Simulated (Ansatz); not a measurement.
Relaxation of Cl2F2H4O2W (11 atoms, charge 0, multiplicity 1), to a largest force component of 0.03 eV/Å in at most 50 steps.

These are results of RKS BHLYP-D4/def2-SVP in Ansatz, not measurements.

```xyz
11
Properties=species:S:1:pos:R:3:forces:R:3
W 0.161 -0.428 0.140 -0.03 0.49 0.09
F 0.419 -0.077 1.944 0.00 -0.15 0.09
Cl 2.110 -1.875 0.178 -0.03 -0.03 0.00
H 1.634 0.297 0.052 0.08 0.02 -0.01
F -1.468 0.429 0.424 0.01 -0.05 -0.01
O -0.540 -2.114 -0.100 0.04 0.01 -0.01
H 0.043 -2.876 -0.213 0.00 -0.04 0.01
Cl 0.205 0.346 -1.982 -0.01 0.00 -0.01
O 0.684 2.504 1.083 -0.07 -0.86 0.72
H 1.596 2.786 1.018 -0.04 -0.01 0.01
H 0.630 2.038 1.941 0.06 0.61 -0.87
```

Where does it end, and by what steps?

The forces met the threshold. After 15 steps the energy has fallen by 0.555 eV; H11 moved furthest, 1.14 Å. Joined: W1–O9 (3.12 → 2.30 Å).

```
step  energy less start (eV)  largest force component (eV/Å)  accepted
   0                  0.0000                           0.865       yes
   1                 -0.0571                           1.693       yes
   2                 -0.1894                           1.468       yes
   3                 -0.3318                           1.114       yes
   4                 -0.3660                           1.051       yes
   5                 -0.4404                           0.825       yes
   6                 -0.4634                           0.356       yes
   7                 -0.4820                           1.099       yes
   8                 -0.5353                           0.220       yes
   9                 -0.5404                           0.571       yes
  10                 -0.5465                           0.274       yes
  11                 -0.5400                           0.418        no
  12                 -0.5539                           0.102       yes
  13                 -0.5546                           0.050       yes
  14                 -0.5551                           0.041       yes
  15                 -0.5552                           0.018       yes
```

```xyz
11
Properties=species:S:1:pos:R:3
W 0.360 -0.243 0.280
F 0.752 -0.274 2.095
Cl 2.102 -1.894 -0.109
H 1.928 0.275 0.145
F -1.282 0.594 0.737
O -0.568 -1.828 0.049
H -0.088 -2.637 -0.163
Cl 0.274 0.546 -1.855
O 0.712 1.977 0.781
H 1.409 2.215 1.394
H -0.126 2.298 1.130
```

The run took 39 s on 4 threads of Intel(R) Xeon(R) 6975P-C (Granite Rapids), on a shared host, peak memory 0.51 GiB.
